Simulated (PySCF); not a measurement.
# Telling isomers of C7H10P2 apart by NMR

[PySCF 2.14: GFN2-xTB structure; shieldings: GIAO PBE0/pcSseg-1; gas phase; no relativistic terms; equivalent nuclei averaged; one computed conformer]

References, each an isolated molecule treated in the same way: 1H (σref 31.72) and 13C (σref 186.93) against TMS. Splittings of carbon signals by F and P are missing where no couplings were computed. Where no couplings were computed, multiplicities follow the n + 1 count of equivalent neighbours, and m marks all less simple cases (inequivalent or close neighbours, rings, F or P nearby). Shifts are as computed. Against solution values, carbons near 30 ppm lie about +3 ppm off and those near 130 ppm about +5 ppm. Of 1211 compounds with measured shifts, 218 miss one by over three times the rms of a fit or turn the order of signals round; such compounds aren't used in these exercises.

(1) Tabulate the signals of `Cc1pcpc(C)c1C`, `CCc1pccpc1C` and their relative energies.

(2) What is the quickest way to tell Cc1pcpc(C)c1C from CCc1pccpc1C?

Results:

(1) 
```tsv
SMILES	carbon types	δC	δH	E rel. (kcal/mol)
Cc1pcpc(C)c1C	3×C 1×CH 3×CH3	194.7, 176.7, 147.6, 30.0, 19.7	10.55 (m, 1H), 3.04 (m, 6H), 2.62 (s, 3H)	0.0
CCc1pccpc1C	2×C 2×CH 1×CH2 2×CH3	187.4, 175.9, 167.9, 166.8, 35.8, 27.0, 23.0	9.63 (m, 1H), 9.53 (m, 1H), 3.34 (m, 2H), 3.06 (m, 3H), 1.38 (t, 3H)	2.7
```

Energies are electronic energies at PBE0/pcSseg-1 on these geometries, without zero-point or thermal terms, each for the one conformer computed, which needn't be the lowest.

(2) Count the carbon signals: 5 against 7. The first has a substituted aromatic carbon (C) at 147.6 ppm, the second an sp3 CH2 on an aromatic ring at 35.8 ppm. Their most deshielded carbons lie at 194.7 and 187.4 ppm. In the proton spectra the most deshielded non-exchanging signals are 10.55 (m, 1H) and 9.63 (m, 1H).
